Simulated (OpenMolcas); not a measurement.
Pb²⁺: effect of the level shift or regulariser

```yaml
Program: OpenMolcas
Basis: ANO-RCC-VQZP [9s8p6d4f3g]
Scalar_Hamiltonian: DKH2, point nucleus
Active_space: 2 electrons in 4 orbitals (6s 6p)
State_averaging: 2S+1 = 3 even, 3 roots; 2S+1 = 1 even, 7 roots; 2S+1 = 3 odd, 3 roots; 2S+1 = 1 odd, 3 roots
Spin-orbit_coupling: RASSI with atomic mean-field integrals over the reference wave functions, term energies averaged over their components
```

Methods on the same reference wave functions:
A. CASSCF
B. MS-CASPT2, IPEA 0.25 Eh, imaginary shift 0.1 Eh (closed shells correlated: 5d)
C. MS-CASPT2, IPEA 0.25 Eh, real shift 0.2 Eh (closed shells correlated: 5d)

Energies in cm⁻¹ above 6s² ¹S₀, the measured ground level; measured values from Moore, Atomic Energy Levels, vol. III, NSRDS-NBS 35 (1971 reprint of NBS Circular 467, 1958).

```json
{"Level": "6s² ¹S₀", "A": "0.0", "B": "0.0", "C": "0.0", "Measured": "0.0"}
{"Level": "6s 6p ³P°₀", "A": "55551", "B": "62890", "C": "62780", "Measured": "60397"}
{"Level": "6s 6p ³P°₁", "A": "59470", "B": "66390", "C": "66290", "Measured": "64391"}
{"Level": "6s 6p ³P°₂", "A": "70281", "B": "77620", "C": "77510", "Measured": ""}
{"Level": "6s 6p ¹P°₁", "A": "96807", "B": "93320", "C": "93320", "Measured": "95340"}
{"Level": "6p² ³P₀", "A": "141813", "B": "147400", "C": "147340", "Measured": "142551"}
{"Level": "6p² ³P₁", "A": "150624", "B": "157370", "C": "157280", "Measured": "155432"}
{"Level": "6p² ¹S₀", "A": "186720", "B": "185250", "C": "185290", "Measured": "188615"}
```

Deviations, from unrounded energies. A percentage is the sum of absolute deviations over the sum of measured energies, with the sign that they share, or ± where signs differ.

| Against measurement | Levels | A | B | C |
| --- | --- | --- | --- | --- |
| mean absolute deviation (cm-1) | 6 | 3100 | 2800 | 2700 |
| other configurations (%) | 6 | ±2.6 | ±2.4 | ±2.3 |

B, C lie about equally close to measurement and A furthest from it. The largest miss of C in the table is 6p² ³P₀, by +4800 cm-1. The ranking rests on the paired levels alone, and a cruder setting can come out closer through cancelling errors.

Between B and C the level of the table that moves most is 6s 6p ³P°₂, by 110 cm-1 (lowest in C, highest in B). Moves below CASPT2's spread within the term are not significant.

The lowest spin-free term lies below A's lowest term by 0.419 hartree in B, 0.418 hartree in C.

Over all roots computed the reference weight is 0.86 to 0.93 in B; the roots of lowest weight are the least certain, and an intruder state may touch them. The ¹D term of p² mixes with s d, which this space lacks. Spin-orbit splittings of 6p shells tend to come out small when the coupling is added on scalar orbitals. Measured partners are found by configuration, term and J. A level has none where our copy of the source lacks it or the pairing is in doubt (some pairs that miss far off the trend of their configuration count as doubtful), and it then counts in no deviation. Only configurations of the active space appear. Levels that lie high or do not pair safely by name in every column are left out.

° marks odd parity.
